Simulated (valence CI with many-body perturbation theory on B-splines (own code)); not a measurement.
## Hg XXXI: E2, M1 decay

Computed by relativistic CI+MBPT: four valence electrons over a frozen Dirac-Fock core [Kr] 4d10, radial functions for each j: 8 s, 8 p, 9 d, 9 f, 6 g, 3 h, 2 i, with the one-electron correlation potential Σ1 (screened to all orders), the two-electron term Σ2, the three-electron term Σ3, Breit, model QED; selected single and double excitations, second order for the rest (own B-spline code, finite nucleus).

The last digits are not significant, and no measured levels were compared; by estimate large intervals hold to a few tenths of a per cent, small ones and those within an open d or f shell to about a per cent. Core correlation moves these levels by up to 4400 cm⁻¹, and in measured spectra 5 to 20 % of such shifts remained as error; rates that hang on mixing are uncertain with them. Only levels of the ground parity were solved; by the run's estimate the other parity begins above the list, which can be wrong where configurations are misplaced.

Lines 1 to 50 of 120 in falling wavelength, among levels below 192140 cm⁻¹, chosen from the decays that carry over 1 % of a level's rate. Wavelengths and rates use the calculated energies. Electric multipoles are in the length gauge, E1 and E2 with the static RPA response of the core. Weak lines are less certain than strong ones. Lines between different terms over intervals too small for the method are left out, as are lines whose strength nearly cancels. Where a level lies close to another of its J and parity, the split of strength between their lines is uncertain.

Levels are named by their leading jj configuration (3d3/2^4 stands for four electrons in 3d with j = 3/2), which in mixed levels can hold well under half, so a name can repeat and another be missing. Letters in brackets count levels of one name in rising energy.

```tsv
λ vac (Å)	Upper	Lower	Type	A (s⁻¹)	Branch %
13030	(4f5/2^3 4f7/2) J=2 [b]	(4f5/2^3 4f7/2) J=3 [a]	M1	4.66e+00	1.7
11750	(4f5/2^3 4f7/2) J=8	(4f5/2^3 4f7/2) J=7	M1	1.22e+01	100.0
9951	(4f5/2^3 4f7/2) J=3 [a]	(4f5/2^3 4f7/2) J=4 [a]	M1	2.01e+01	3.7
9656	(4f5/2^2 4f7/2^2) J=0 [a]	(4f5/2^2 4f7/2^2) J=1	M1	4.33e+01	6.8
8724	(4f5/2^2 4f7/2^2) J=6 [b]	(4f5/2^2 4f7/2^2) J=5 [a]	M1	1.61e+01	1.8
8254	(4f5/2^3 4f7/2) J=2 [a]	(4f5/2^3 4f7/2) J=1 [a]	M1	2.49e+01	5.8
8244	(4f5/2^3 4f7/2) J=7	(4f5/2^3 4f7/2) J=6 [a]	M1	6.98e+01	100.0
6774	(4f5/2^2 4f7/2^2) J=3 [b]	(4f5/2^2 4f7/2^2) J=2 [a]	M1	3.05e+01	2.9
6039	(4f5/2^3 4f7/2) J=3 [b]	(4f5/2^3 4f7/2) J=4 [a]	M1	3.34e+01	2.7
5946	(4f5/2^3 4f7/2) J=2 [b]	(4f5/2^3 4f7/2) J=1 [a]	M1	2.42e+01	8.6
5170	(4f5/2^2 4f7/2^2) J=5 [c]	(4f5/2^2 4f7/2^2) J=4 [b]	M1	2.51e+02	14.4
5155	(4f5/2^3 4f7/2) J=1 [a]	(4f5/2^4) J=2	M1	2.48e+02	100.0
5041	(4f5/2^3 4f7/2) J=6 [a]	(4f5/2^3 4f7/2) J=5 [a]	M1	4.32e+02	100.0
4940	(4f5/2^2 4f7/2^2) J=5 [a]	(4f5/2^2 4f7/2^2) J=4 [a]	M1	2.32e+02	20.3
4911	(4f5/2^2 4f7/2^2) J=4 [a]	(4f5/2^3 4f7/2) J=3 [b]	M1	1.53e+02	11.0
4568	(4f5/2^3 4f7/2) J=1 [b]	(4f5/2^4) J=0	M1	3.66e+02	71.6
3925	(4f5/2^2 4f7/2^2) J=8 [b]	(4f5/2^2 4f7/2^2) J=8 [a]	M1	2.14e+01	2.3
3843	(4f5/2^2 4f7/2^2) J=9	(4f5/2^2 4f7/2^2) J=8 [a]	M1	2.03e+02	15.2
3721	(4f5/2^2 4f7/2^2) J=4 [a]	(4f5/2^3 4f7/2) J=3 [a]	M1	3.48e+02	25.0
3557	(4f5/2^2 4f7/2^2) J=5 [a]	(4f5/2^3 4f7/2) J=5 [b]	M1	1.48e+02	12.9
3520	(4f5/2^3 4f7/2) J=5 [a]	(4f5/2^4) J=4	M1	1.14e+03	100.0
3504	(4f5/2^3 4f7/2) J=3 [a]	(4f5/2^4) J=2	M1	2.83e+02	52.7
3442	(4f5/2^3 4f7/2) J=5 [b]	(4f5/2^3 4f7/2) J=4 [a]	M1	4.23e+02	45.3
3425	(4f5/2^3 4f7/2) J=4 [a]	(4f5/2^3 4f7/2) J=5 [a]	M1	1.38e+02	7.8
3280	(4f5/2^2 4f7/2^2) J=8 [a]	(4f5/2^3 4f7/2) J=8	M1	7.75e+02	62.0
3225	(4f5/2^2 4f7/2^2) J=3 [b]	(4f5/2^2 4f7/2^2) J=4 [a]	M1	1.44e+02	13.8
3173	(4f5/2^3 4f7/2) J=2 [a]	(4f5/2^4) J=2	M1	4.07e+02	94.0
3145	(4f5/2^2 4f7/2^2) J=7 [a]	(4f5/2^3 4f7/2) J=7	M1	5.55e+02	28.8
3060	(4f5/2^2 4f7/2^2) J=8 [b]	(4f5/2^2 4f7/2^2) J=7 [a]	M1	4.00e+02	43.6
3048	(4f5/2^2 4f7/2^2) J=5 [b]	(4f5/2^3 4f7/2) J=5 [b]	M1	3.88e+02	16.9
2939	(4f5/2^2 4f7/2^2) J=4 [b]	(4f5/2^3 4f7/2) J=3 [b]	M1	9.63e+02	25.8
2934	(4f5/2^2 4f7/2^2) J=5 [b]	(4f5/2^2 4f7/2^2) J=6 [a]	M1	6.96e+01	3.0
2853	(4f5/2^3 4f7/2) J=3 [b]	(4f5/2^4) J=2	M1	9.66e+02	78.0
2831	(4f5/2^2 4f7/2^2) J=4 [c]	(4f5/2^3 4f7/2) J=5 [b]	M1	2.75e+02	20.2
2821	(4f5/2^2 4f7/2^2) J=2 [a]	(4f5/2^3 4f7/2) J=2 [b]	M1	3.37e+02	11.5
2761	(4f5/2^3 4f7/2) J=2 [b]	(4f5/2^4) J=2	M1	2.53e+02	89.6
2731	(4f5/2^2 4f7/2^2) J=2 [a]	(4f5/2^3 4f7/2) J=3 [b]	M1	3.33e+02	11.3
2719	(4f5/2^2 4f7/2^2) J=3 [a]	(4f5/2^3 4f7/2) J=2 [b]	M1	7.31e+01	2.7
2708	(4f5/2^2 4f7/2^2) J=4 [a]	(4f5/2^3 4f7/2) J=4 [a]	M1	4.54e+02	32.6
2692	(4f5/2^2 4f7/2^2) J=6 [a]	(4f5/2^3 4f7/2) J=6 [a]	M1	3.55e+02	11.9
2615	(4f5/2^2 4f7/2^2) J=4 [d]	(4f5/2^2 4f7/2^2) J=4 [a]	M1	2.02e+02	13.2
2603	(4f5/2^3 4f7/2) J=5 [b]	(4f5/2^3 4f7/2) J=6 [a]	M1	1.29e+02	13.8
2564	(4f5/2^2 4f7/2^2) J=8 [a]	(4f5/2^3 4f7/2) J=7	M1	4.72e+02	37.7
2556	(4f5/2^4) J=2	(4f5/2^4) J=4	E2	2.93e-02	100.0
2527	(4f5/2^2 4f7/2^2) J=6 [b]	(4f5/2^3 4f7/2) J=5 [b]	M1	4.56e+02	52.4
2491	(4f5/2^2 4f7/2^2) J=2 [a]	(4f5/2^3 4f7/2) J=2 [a]	M1	1.91e+02	6.5
2467	(4f5/2^2 4f7/2^2) J=4 [b]	(4f5/2^3 4f7/2) J=3 [a]	M1	2.42e+02	6.5
2446	(4f5/2^2 4f7/2^2) J=5 [c]	(4f5/2^3 4f7/2) J=5 [b]	M1	3.44e+02	19.8
2411	(4f5/2^2 4f7/2^2) J=3 [a]	(4f5/2^3 4f7/2) J=2 [a]	M1	1.69e+03	63.3
2338	(4f5/2^4) J=0	(4f5/2^3 4f7/2) J=1 [a]	M1	8.16e-01	29.7
```
